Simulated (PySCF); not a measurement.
Isomers of C6H6OSi, one GFN2-xTB conformer each. Single-point energies are computed at PBE0/pcSseg-1 (PySCF, gas phase, no added dispersion term), electronic only.

Problem. Rank them by PBE0/pcSseg-1 energy, lowest first (kcal/mol).
A. `C#C[C@H]1C(=C)[SiH2]C1=O`
B. `[SiH2]1CC=C1C#CC=O`
C. `C(=O)C#CC#C[SiH2]C`
D. `CC#C[Si@@H]1C=CC1=O`

Solution. D (0.0), B (14.6), C (18.6), A (27.4).

GFN2-xTB itself gives, in the same order: 4.7, 0.0, 8.5, 5.1. GFN2-xTB puts O=CC#CC1=CC[SiH2]1 lowest instead; measured from each level's own lowest isomer, the values differ by up to 22.3 kcal/mol (C#C[C@H]1C(=C)[SiH2]C1=O: 5.1 against 27.4).

Problem. Which frontier levels, dipoles and rotational constants go with these structures?

Solution. 
| SMILES | HOMO (eV, PBE0/pcSseg-1) | LUMO (eV) | dipole (D) | A, B, C (MHz) |
| --- | --- | --- | --- | --- |
| CC#C[Si@@H]1C=CC1=O | -6.59 | -1.66 | 3.77 | 3482, 871.8, 787.5 |
| O=CC#CC1=CC[SiH2]1 | -7.31 | -1.92 | 4.75 | 5743, 662.7, 612.8 |
| C[SiH2]C#CC#CC=O | -7.87 | -2.73 | 3.89 | 8460, 428.1, 411.6 |
| C#C[C@H]1C(=C)[SiH2]C1=O | -6.79 | -1.95 | 2.96 | 2165, 1744, 1069 |
